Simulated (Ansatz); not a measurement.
This geometry of CH7NSn + H2S (13 atoms, charge 0, multiplicity 1) is a first-order saddle point.

Level of theory: Ansatz, RKS PBE0/def2-SVP.

```xyz
13
Properties=species:S:1:pos:R:3
Sn -1.108 0.656 1.072
N 0.223 0.456 -0.598
C -0.001 -0.661 -1.507
H -2.589 0.985 0.234
H -0.663 2.017 1.982
H -1.240 -0.860 1.827
H 1.247 0.271 0.200
S 2.064 0.032 1.593
H 0.311 1.336 -1.110
H -0.997 -0.651 -1.981
H 0.103 -1.605 -0.948
H 0.759 -0.669 -2.305
H 1.891 -1.308 1.542
```

Problem. Which two structures does it join? (They come from a converged band through this point; their orientation in space is the band's.)

Solution. Bonds broken: Sn1–N2, H7–S8. Bonds formed: Sn1–S8, N2–H7. CH7NSn + H2S becomes CH5N + H4SSn.

Initial state:

```xyz
13
Properties=species:S:1:pos:R:3
Sn -1.318 0.676 0.924
N 0.084 0.419 -0.578
C -0.132 -0.627 -1.560
H -2.883 0.881 0.235
H -0.840 2.066 1.789
H -1.268 -0.759 1.848
H 1.664 0.150 0.562
S 2.591 0.008 1.575
H 0.304 1.304 -1.032
H -1.015 -0.482 -2.215
H -0.262 -1.598 -1.053
H 0.750 -0.731 -2.214
H 2.324 -1.307 1.719
```

Final state:

```xyz
13
Properties=species:S:1:pos:R:3
Sn -0.726 0.581 1.537
N 0.170 0.451 -1.114
C 0.118 -0.877 -1.700
H -0.847 2.208 1.009
H -1.117 0.582 3.231
H -1.823 -0.501 0.786
H 1.126 0.808 -1.101
S 1.575 -0.234 1.589
H -0.382 1.117 -1.653
H -0.917 -1.254 -1.669
H 0.731 -1.563 -1.096
H 0.469 -0.932 -2.747
H 1.623 -0.386 2.930
```

Problem. How far does it lie above each of them?

Solution. 0.198 eV above the first and 1.123 eV above the second. This is the barrier of this one path; another mechanism may lie lower. The orbitals stay closed-shell, which can raise the energy where a bond breaks towards radicals; this wasn't checked here.

Time of the run: 9 min on 2 threads of Arm Neoverse V1 (shared host), peak memory 0.33 GiB.
